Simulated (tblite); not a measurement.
Compound: C6H7N3O.
Atom-mapped SMILES: `[CH:1]#[C:2][CH2:3][n:4]1[n:5][cH:6][c:7]([O:8][CH3:9])[n:10]1` (hydrogens: H11 on C1; H12, H13 on C3; H14 on C6; H15, H16, H17 on C9)

Computed with GFN2-xTB (tblite), gas phase: L-BFGS steps from a force-field or distance-geometry start until the largest atomic force falls under 0.01 eV/Å.

The end geometry, which sets the zero of energy:
```
atom  x, y, z in Å
C1      3.1659    0.0870   -1.5311
C2      2.5854   -0.5131   -0.6746
C3      1.8473   -1.1991    0.3725
N4      0.7789   -0.3764    0.8696
N5      0.9202    0.4202    1.8958
C6     -0.2420    1.0371    2.0219
C7     -1.0859    0.5601    1.0003
O8     -2.3535    0.9221    0.7765
C9     -2.9748    0.2701   -0.3132
N10    -0.4076   -0.3333    0.2891
H11     3.6893    0.5981   -2.2829
H12     2.5144   -1.4202    1.2107
H13     1.4145   -2.1226   -0.0242
H14    -0.4359    1.7520    2.7913
H15    -2.4332    0.4665   -1.2419
H16    -3.9834    0.6738   -0.3704
H17    -3.0066   -0.8104   -0.1497
```

Question: These geometries come from the run, each turned onto the end geometry. Order them by energy, lowest first.
A.
```
atom  x, y, z in Å
C1      3.2773    0.0158   -1.4517
C2      2.6545   -0.5756   -0.6198
C3      1.8628   -1.2383    0.4018
N4      0.7878   -0.3898    0.8439
N5      0.9415    0.4633    1.8212
C6     -0.2150    1.0925    1.9229
C7     -1.0788    0.5551    0.9445
O8     -2.3538    0.9123    0.7633
C9     -3.0682    0.3124   -0.3058
N10    -0.4106   -0.3828    0.2799
H11     3.8447    0.5091   -2.1819
H12     2.4910   -1.4526    1.2725
H13     1.4398   -2.1677    0.0095
H14    -0.3837    1.8554    2.6519
H15    -3.1801    1.0356   -1.1189
H16    -4.0535    0.0478    0.0794
H17    -2.5628   -0.5803   -0.6733
```
B.
```
atom  x, y, z in Å
C1      3.3172    0.0234   -1.4653
C2      2.6799   -0.5928   -0.6231
C3      1.9225   -1.2805    0.4055
N4      0.7954   -0.4000    0.8409
N5      0.9350    0.4687    1.8191
C6     -0.2333    1.0913    1.9101
C7     -1.0963    0.5534    0.9266
O8     -2.3724    0.9543    0.7601
C9     -3.1234    0.3444   -0.2889
N10    -0.4179   -0.3916    0.2630
H11     3.8561    0.5471   -2.1838
H12     2.6006   -1.5296    1.2535
H13     1.5121   -2.2446    0.0534
H14    -0.4900    1.8706    2.6076
H15    -3.2232    1.0796   -1.0854
H16    -4.1210    0.0411    0.0708
H17    -2.5482   -0.5228   -0.6241
```
C.
```
atom  x, y, z in Å
C1      3.2723    0.0047   -1.4993
C2      2.6270   -0.5394   -0.6529
C3      1.8437   -1.1999    0.3764
N4      0.7863   -0.3541    0.8697
N5      0.9224    0.4733    1.8736
C6     -0.2458    1.0804    1.9887
C7     -1.0934    0.5663    0.9841
O8     -2.3739    0.8973    0.7899
C9     -3.0143    0.2770   -0.3101
N10    -0.4079   -0.3405    0.2962
H11     3.8122    0.4974   -2.2494
H12     2.4848   -1.4706    1.2209
H13     1.3696   -2.0941   -0.0406
H14    -0.4279    1.8169    2.7430
H15    -2.8191    0.8469   -1.2228
H16    -4.0797    0.3000   -0.0845
H17    -2.6633   -0.7498   -0.4433
```
D.
```
atom  x, y, z in Å
C1      3.2277    0.0475   -1.5421
C2      2.6033   -0.5142   -0.6905
C3      1.8439   -1.1740    0.3579
N4      0.7799   -0.3402    0.8460
N5      0.9163    0.4439    1.8826
C6     -0.2566    1.0353    2.0306
C7     -1.1041    0.5505    1.0157
O8     -2.3824    0.8868    0.8134
C9     -2.9915    0.2675   -0.3019
N10    -0.4154   -0.3167    0.2827
H11     3.7802    0.5311   -2.2914
H12     2.5040   -1.3915    1.2026
H13     1.4053   -2.0996   -0.0282
H14    -0.4542    1.7390    2.8095
H15    -2.4645    0.5290   -1.2225
H16    -4.0140    0.6375   -0.3329
H17    -2.9849   -0.8201   -0.1917
```
E.
```
atom  x, y, z in Å
C1      3.3154    0.0185   -1.4606
C2      2.6765   -0.5755   -0.6286
C3      1.9418   -1.3115    0.4192
N4      0.8501   -0.4374    0.8003
N5      0.9015    0.4392    1.7754
C6     -0.2611    1.1066    1.9141
C7     -1.0972    0.5720    0.9429
O8     -2.4031    0.9853    0.7581
C9     -3.1283    0.3247   -0.2796
N10    -0.3845   -0.3647    0.3106
H11     3.8695    0.5564   -2.1989
H12     2.6158   -1.5468    1.2582
H13     1.5099   -2.2566    0.0606
H14    -0.5092    1.8855    2.6126
H15    -3.2182    1.1068   -1.0980
H16    -4.1518    0.0337    0.0737
H17    -2.5340   -0.5243   -0.6201
```

Answer: D (0.003 eV), C (0.028 eV), A (0.051 eV), B (0.263 eV), E (0.738 eV).

In the order of the answer:

| step | E above end (eV) | largest force (eV/Å) | rms force component (eV/Å) | rms distance from end (Å) | rms bond change (Å) | bond most changed (Å) |
| --- | --- | --- | --- | --- | --- | --- |
| 72 | 0.003 | 0.03 | 0.009 | 0.049 | 0.000 | C9–H15 0.000 |
| 48 | 0.028 | 0.17 | 0.051 | 0.218 | 0.002 | C3–N4 +0.004 |
| 19 | 0.051 | 0.07 | 0.028 | 0.358 | 0.002 | O8–C9 +0.005 |
| 2 | 0.263 | 3.14 | 0.630 | 0.378 | 0.019 | C3–N4 +0.058 |
| 0 | 0.738 | 3.77 | 0.951 | 0.385 | 0.021 | C7–O8 +0.045 |

The cost below is that of the whole relaxation. Time: 0.79 s of wall time. Hardware: an Arm Neoverse V1 with one thread, on a shared host.
